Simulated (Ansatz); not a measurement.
Basis sets compared for Zn₂Br₃. Charge 0, multiplicity 2. Geometry PBE-D4/def2-SVP. Ansatz on 4 threads of Arm Neoverse V1 on a shared host; times are rough, and most runs start from earlier orbitals.

```xyz
5

Zn    0.7632   -0.8089    0.5850
Zn   -0.8451    0.8721   -0.3195
Br    1.9290   -2.0856    2.0484
Br   -2.4389    2.4799   -0.4107
Br    0.5918   -0.4574   -1.9032
```

Another isomer (doublet) lies 0.45 eV lower at PBE0-D4/def2-TZVP; other spin states weren't run for this one.

Binding counts from free atoms (Zn singlet, Br doublet) in the same basis, without a counterpoise term.

```
           level  functions  energy (Eh)  HOMO (eV)  LUMO (eV)  binding per atom (eV)  wall time
 PBE-D4/def2-SVP        158  -11278.2647      -5.66      -5.00                   1.82      3.8 s
PBE0-D4/def2-SVP        158  -11278.5907      -6.79      -4.35                   1.80      8.5 s
```

Estimate the rows for PBE-D4/def2-TZVP (with forces), PBE0-D4/def2-TZVP.


```tsv
level	functions	energy (Eh)	HOMO (eV)	LUMO (eV)	binding per atom (eV)	wall time
PBE-D4/def2-TZVP (with forces)	240	-11279.7339	-5.90	-5.23	1.70	9.1 s
PBE0-D4/def2-TZVP	240	-11280.0399	-6.94	-4.49	1.72	19 s
```
